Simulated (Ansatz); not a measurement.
H₄P₂, charge +1, doublet, at a GFN2-xTB geometry of the parent state (a state made from the parent by changing its charge; the spin is typed, not shown lowest); BLYP/6-31G* (Ansatz, an electronic-structure program).

The Ansatz input:
Ansatz 0.2 input:
```yaml
crystal:
  periodic: [false, false, false]
  atoms:
    - {symbol: P, position_ang: [-0.96539623, -0.47513455, -0.03279552]}
    - {symbol: P, position_ang: [0.96539623, 0.47513455, 0.03279552]}
    - {symbol: H, position_ang: [-1.49020664, 0.30760915, 0.99617880]}
    - {symbol: H, position_ang: [-1.46238425, 0.38946218, -1.00869367]}
    - {symbol: H, position_ang: [1.46238425, -0.38946218, 1.00869367]}
    - {symbol: H, position_ang: [1.49020664, -0.30760915, -0.99617880]}
basis:
  gaussian:
    orbitals: 6-31G*
hamiltonian:
  xc: blyp
total_charge: 1
magnetization: {spin_polarized: true, initial_magnetization: 1}
```

The log (banner, timings and long lists left out):

```
Functional definition: BLYP
458 factors; integrals over basis functions are off by at most 8.6e-4 eV
mean field evaluation 1: about -18629.7299 eV, gradient 1.7e1 eV
mean field evaluation 2: about -18630.2001 eV, gradient 1.6e1 eV
mean field evaluation 4: about -18631.9403 eV, gradient 3.0e-1 eV
mean field evaluation 8: about -18631.9320 eV, gradient 1.9e-2 eV
mean field -18631.93204239 eV, -684.7108733806 hartree, gradient 2.6e-5 eV, S^2 0.753443; 0 other end points of the search recorded, 0 dependent functions left out
reference -18631.93232309 eV, -684.7108836962 hartree; 17, 16 occupied and 29, 30 virtual orbitals, 458 factors
Total energy: -18631.93232309 eV, -684.7108836962 hartree
```
